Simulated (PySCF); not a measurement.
SiBrCl3, SMILES Br[Si](Cl)(Cl)Cl.

Coordinates come from a PBE-D3(BJ)/def2-SVP optimisation.

Two levels are set side by side: TDA-PBE/def2-SVPD (PySCF) and TDA-CAM-B3LYP/def2-SVPD (PySCF). Vertical, same geometry. The lowest singlet is HOMO→LUMO 99 % with PBE and HOMO→LUMO 92 % with the other functional; states are paired by order. Differences are taken from unrounded values.

```csv
quantity,TDA-PBE
lowest singlet excitation (eV),5.51
lowest triplet excitation (TDA) (eV),5.18
```

Q: These are the TDA-PBE values. What does TDA-CAM-B3LYP give? (Estimate from the structure and the level; the computed values follow.)

A: 
```tsv
quantity	TDA-CAM-B3LYP	TDA-PBE minus TDA-CAM-B3LYP
lowest singlet excitation (eV)	6.44	-0.93
lowest triplet excitation (TDA) (eV)	5.93	-0.76
```

A lower first singlet is the usual sign of a functional without exact exchange. Differences between two approximate levels are no errors against the true value.

Rough cost on one machine, each run with all the roots and properties that it gave: TDA-CAM-B3LYP against TDA-PBE about 4 times.
